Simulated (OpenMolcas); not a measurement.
Ru2+ (d6) among equal point charges was computed by CASSCF with the d shell active (OpenMolcas, ANO-RCC-VDZP on the metal). Its lowest spin-free states, and all those of the highest spin:

```tsv
2S+1	Degeneracy	E (cm-1)
5	2	0.0
3	1	6968
5	2	8312
1	2	14384
5	1	14568
3	2	15625
3	2	15649
3	2	15652
3	2	16845
1	1	16928
3	2	18769
3	2	20711
```

Task: Is the site octahedral, tetrahedral or cube-like, axial, or of lower symmetry?

Result: The states with 2S+1 = 5 have orbital degeneracies 2, 2, 1. There are pairs but no triples, so the site is axial: not cubic, but with a proper or improper axis of order three or more. The run had Ru2+ among 5 point charges of -2 e arranged as a trigonal bipyramid (D3h), 1.83 Å from the ion, with the axial distance 2.050 Å. The active orbitals were held to one l.

An orbital doublet at a regular site is open to a Jahn-Teller distortion, which this geometry leaves out. Without dynamic correlation the repulsion within the d shell is too large (B by tens of per cent), so at a given field states of lower spin stand too high. This shell can be high or low spin here, a state of another spin lies low, and with metal d orbitals alone active their balance is uncertain, so the ground spin may be wrong. Point charges give a weaker field than real ligands, and real ions of this kind are as a rule low spin; the high spin found here belongs to the model. This is an electrostatic model: the charges have no orbitals. An unlabelled pair can be two single states that coincide in this model. No measured value stands beside these numbers.
